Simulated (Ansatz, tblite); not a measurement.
Adding an electron: SbAs2⁺ (the lowest singlet isomer of a short search). The state is a singlet with charge 1. Geometry: r2SCAN-D4/def2-TZVP. Ansatz, gas phase; energy differences of separate SCF runs; the reduced species was run as a doublet alone.

```tsv
atom	x (Å)	y (Å)	z (Å)
As1	-0.284	0.162	-1.343
As2	1.327	0.205	0.327
Sb3	-1.043	-0.368	1.016
```

In the def2 sets Sb takes a core potential; there is no spin–orbit coupling. The xTB rows come from tblite. HOMO above LUMO, or a gap near zero within one spin, warns that the state may not be the lowest or that an electron is smeared out. The structure comes from a short search, and lower isomers may exist.

| level | −HOMO (eV) | −LUMO (eV) | vertical EA (eV) | HOMO–LUMO gap (eV) | remarks |
| --- | --- | --- | --- | --- | --- |
| GFN1-xTB | 18.14 | 16.42 | 11.98 | 1.72 | – |
| GFN2-xTB | 15.17 | 13.38 | 10.23 | 1.79 | – |
| PBE0-D4/def2-TZVP | 12.45 | 8.83 | 7.03 | 3.62 | spin-contaminated (⟨S²⟩ 0.83) (doublet) |

Estimate the rows for PBE-D4/def2-TZVP, r2SCAN-D4/def2-TZVP.


```csv
level,−HOMO (eV),−LUMO (eV),vertical EA (eV),HOMO–LUMO gap (eV),remarks
PBE-D4/def2-TZVP,11.51,9.54,6.90,1.97,gap within one spin near zero (doublet)
r2SCAN-D4/def2-TZVP,11.78,9.56,7.14,2.22,spin-contaminated (⟨S²⟩ 0.84) (doublet)
```

  Raw xTB energy differences between charge states are shifted by several eV; the methods need an empirical correction for them.
